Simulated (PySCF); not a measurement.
**Radial density of S (sulfur, neutral)**

UHF, [Ne] 3s1 3p4 3d1, one real determinant (an excited configuration). Calculation: PySCF 2.14, in aug-cc-pCVTZ-DK (8s7p5d3f, 75 functions); scalar relativity by spin-free X2C-1e.

```csv
r (bohr),4πr²ρ (e/bohr),4πr²(ρα − ρβ)
0.00210,0.1630,0.0006
0.00352,0.4217,0.0015
0.00593,1.066,0.0038
0.00997,2.573,0.0091
0.0168,5.725,0.0202
0.0282,11.08,0.0386
0.0474,16.91,0.0578
0.0798,17.76,0.0675
0.134,12.83,0.1316
0.226,14.16,0.3705
0.380,17.31,0.3273
0.639,7.476,0.0203
1.07,2.720,1.4797
1.81,2.961,1.9628
3.04,0.9528,0.5840
5.11,0.1346,0.1042
8.60,0.0002243,0.0001
```

Densities and radii are taken from the X2C orbitals without a picture-change correction, which distorts them close to the nucleus.

⟨L²⟩ = 8.05 against 12 for a pure F term, so this real determinant mixes terms. The outer electron is Rydberg-like, and this basis confines it to a smaller radius and binds it less than a complete one would.
